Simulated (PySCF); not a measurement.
H7NO2Si2. Atoms are numbered in the order given.

```xyz
12

N     -2.1686     0.3961     0.7738
Si    -0.9596     0.0190    -0.3873
O     -0.6024    -1.6067    -0.3214
O      0.5160     0.7307    -0.1360
Si     2.0858     0.2713     0.1714
H     -2.0057     0.2420     1.7650
H     -2.7647     1.2051     0.6265
H     -1.4828     0.4758    -1.6959
H     -1.3531    -2.2055    -0.2370
H      2.9020     1.5102     0.2992
H      2.1759    -0.4978     1.4466
H      2.6315    -0.5599    -0.9391
```
Charge 0, spin multiplicity 1.

Geometry: B3LYP-D3(BJ)/def2-SVP. The structure was generated by enumeration; whether it is a known compound was not checked. Other conformers were not sampled.

Calculation: TDA-PBE/def2-SVPD in PySCF.

Vertical excitations. 

| state | energy (eV) | λ (nm) | f | main pairs |
|---|---|---|---|---|
| S1 | 5.87 | 211 | 0.034 | HOMO→LUMO 99 % |
| S2 | 6.47 | 192 | 0.023 | HOMO→LUMO+1 92 % |
| S3 | 6.69 | 185 | 0.008 | HOMO−1→LUMO 95 % |
| S4 | 6.73 | 184 | 0.037 | HOMO→LUMO+2 95 % |
| S5 | 6.87 | 180 | 0.004 | HOMO−2→LUMO 96 % |
| S6 | 6.93 | 179 | 0.005 | HOMO→LUMO+3 95 % |
| S7 | 7.06 | 176 | 0.018 | HOMO−3→LUMO 94 % |
| S8 | 7.19 | 172 | 0.024 | HOMO−1→LUMO+1 94 % |
| S9 | 7.37 | 168 | 0.005 | HOMO−2→LUMO+1 89 % |
| S10 | 7.41 | 167 | 0.004 | HOMO→LUMO+4 88 % |
| T1 | 5.73 | 216 | 0 | HOMO→LUMO 99 % |
| T2 | 6.18 | 201 | 0 | HOMO→LUMO+1 98 % |
| T3 | 6.43 | 193 | 0 | HOMO→LUMO+2 78 %, HOMO−1→LUMO 20 % |
| T4 | 6.50 | 191 | 0 | HOMO−1→LUMO 76 %, HOMO→LUMO+2 21 % |
Triplets are in the Tamm–Dancoff approximation.
